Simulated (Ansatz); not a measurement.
Ansatz results at the PBE0-D4/def2-TZVP geometry: LUMO energy (ωB97M-V/def2-TZVPP) -0.38 eV; HOMO energy (B3LYP/def2-TZVPP) -6.67 eV; HOMO energy (ωB97M-V/def2-TZVPP) -9.01 eV.

Each molecule was computed in one conformer, which needn't be the lowest.

Task: Which molecule gave them?
A. `C=C([BH][AlH2])OC`
B. `B[As](C)[SiH3]`
C. `CBOCN`
D. `B[Se][SiH2]Cl`

Result: A. The others give `CBOCN`: 2.15, -7.18, -9.85; `B[As](C)[SiH3]`: 1.19, -6.87, -9.09; `B[Se][SiH2]Cl`: 0.12, -7.82, -10.17.

B3LYP here is the variant with VWN-RPA as its local correlation; programs differ in this.
